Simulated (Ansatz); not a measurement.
Born–Oppenheimer molecular dynamics of ClH$_{7}$Si$_{3}$ (11 atoms, charge 0, multiplicity 1). It goes on from the last frame of an earlier run, with new velocities.

Method: RKS r2SCAN-D4/STO-3G in Ansatz.

```yaml
ensemble: NVE (velocity Verlet)
time_step: 1 fs
steps_asked: 100
starting_velocities_drawn_for: 400 K
seed: 45521
```

First frame:

```xyz
11
Properties=species:S:1:pos:R:3
Si 0.062 0.125 -0.195
Si 0.099 -0.046 2.175
H -0.881 -0.760 2.860
H 1.243 -0.778 2.528
H 0.201 1.304 2.522
Cl 2.225 0.221 -0.237
Si -1.303 1.928 -0.799
H -2.546 1.750 -0.164
H -0.771 3.071 -0.180
H -1.622 2.057 -2.155
H -0.692 -0.972 -0.815
```

Question: How far do the bonds stretch over the last three quarters of this one trajectory? (Pairs bonded in most of those frames.)

Answer: 
| bond | mean (Å) | spread (Å) | shortest | longest |
| --- | --- | --- | --- | --- |
| Si1–Si2 | 2.268 | 0.049 | 2.16 | 2.32 |
| Si1–Cl6 | 2.150 | 0.049 | 2.06 | 2.21 |
| Si1–Si7 | 2.279 | 0.056 | 2.18 | 2.37 |
| Si1–H11 | 1.462 | 0.025 | 1.42 | 1.50 |
| Si2–H3 | 1.454 | 0.049 | 1.38 | 1.53 |
| Si2–H4 | 1.449 | 0.029 | 1.40 | 1.49 |
| Si2–H5 | 1.449 | 0.033 | 1.40 | 1.49 |
| Si7–H8 | 1.454 | 0.042 | 1.39 | 1.52 |
| Si7–H9 | 1.451 | 0.024 | 1.41 | 1.50 |
| Si7–H10 | 1.456 | 0.059 | 1.37 | 1.54 |

Mean temperature of the second half: 736 K. The conserved energy stayed within 1.3 meV per atom of its start (net change -0.37 meV per atom), so the integration is sound. The kinetic energy rose, since the run started high on the potential surface and went downhill. A run of 0.1 ps of so small a system gives no equilibrium averages. Limits of this set-up: minimal basis.

The run took 3.3 min on 1 thread of Intel(R) Xeon(R) 6975P-C (Granite Rapids), with other jobs on the host, peak memory 0.14 GiB.
